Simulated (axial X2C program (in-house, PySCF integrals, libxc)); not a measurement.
PbO along the bond: B97-3, without spin–orbit coupling

All values were computed with an axial X2C code built on PySCF integrals. Spin-free means the one-electron spin-free X2C Hamiltonian. Basis: Pb dyall-cv4z [14s16p11d7f3g], O dyall-av4z [8s7p4d3f2g] (cores contracted in-house); Gaussian nuclei, density fitting, unrestricted open shells. Masses: Pb 207.977 u, O 15.995 u.

State: M_S = 0, Λ = 0 (closed shell). Dipoles are positive if O is the positive end.

Results along the bond:

```csv
R (Å),μ (D),HOMO (eV),LUMO (eV)
1.659,-3.225,-7.14,-1.59
1.735,-3.791,-7.27,-1.75
1.793,-4.187,-7.33,-1.88
1.850,-4.560,-7.36,-2.00
1.907,-4.913,-7.37,-2.12
1.974,-5.301,-7.24,-2.27
2.041,-5.665,-7.04,-2.41
2.126,-6.099,-6.82,-2.58
2.231,-6.583,-6.59,-2.78
2.384,-7.204,-6.32,-3.05
2.594,-7.921,-6.06,-3.37
2.861,-8.655,-5.85,-3.69
```

The state is a single determinant with fixed occupations, the lowest that a limited PBE0 search found. The closed shell is kept restricted, so the energy runs too high when the bond is stretched far.
